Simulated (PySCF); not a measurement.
Molecule: `[SiH3]PBc1cccs1`, C$_{4}$H$_{8}$BPSSi.

Bonds (- single, = double, # triple, : aromatic): Si1-P2, P2-B3, B3-C4, C4:C5, C5:C6, C6:C7, C7:S8, S8:C4. Si1 carries H9, H10, H11; P2 carries H12; B3 carries H13; C5 carries H14; C6 carries H15; C7 carries H16.

Frames of a GFN2-xTB Langevin trajectory at 300 K; GIAO PBE0/pcSseg-1 shieldings in PySCF, gas phase, non-relativistic; equivalent atoms averaged within each frame.

Scale: 29Si (349.16 ppm) and 13C (186.93 ppm) and 1H (31.72 ppm) against TMS; 31P (318.38 ppm) against H3PO4; 11B (100.07 ppm) vs BF3·OEt2; 33S (503.73 ppm) against CS2 (reference shieldings calculated alike). The references are static minima.

How do the shifts (ppm) fluctuate along the trajectory?

Answers


| time (fs) | Si1 | P2 | B3 | C4 | C7 | C5 | C6 | S8 | H14 | H16 |
| --- | --- | --- | --- | --- | --- | --- | --- | --- | --- | --- |
| optimised geometry | -78.2 | -232.5 | 68.4 | 157.5 | 149.7 | 145.6 | 132.7 | 276 | 7.83 | 7.92 |
| 250 | -77.3 | -190.3 | 65.6 | 157.3 | 149.0 | 137.4 | 135.0 | 308 | 8.13 | 8.05 |
| 425 | -97.0 | -195.9 | 73.7 | 155.3 | 139.2 | 142.7 | 135.8 | 260 | 9.08 | 7.52 |
| 625 | -77.4 | -221.6 | 71.2 | 157.7 | 151.6 | 148.6 | 128.2 | 287 | 8.68 | 8.17 |
| 800 | -75.0 | -216.1 | 72.3 | 165.7 | 149.1 | 157.6 | 133.9 | 295 | 8.40 | 8.07 |
| 1000 | -55.8 | -226.4 | 67.6 | 162.7 | 148.8 | 149.4 | 126.7 | 272 | 8.61 | 8.48 |
| mean of frames | -76.5 | -210.0 | 70.1 | 159.7 | 147.5 | 147.2 | 131.9 | 284 | 8.58 | 8.06 |
| standard deviation | 14.6 | 16.0 | 3.4 | 4.3 | 4.8 | 7.6 | 4.2 | 19 | 0.35 | 0.35 |

5 frames give an uncertainty of the mean of about the standard deviation over 2.2 at best, since frames this close in time may not be independent; classical motion lacks zero-point vibration, and the reference would need the same averaging.
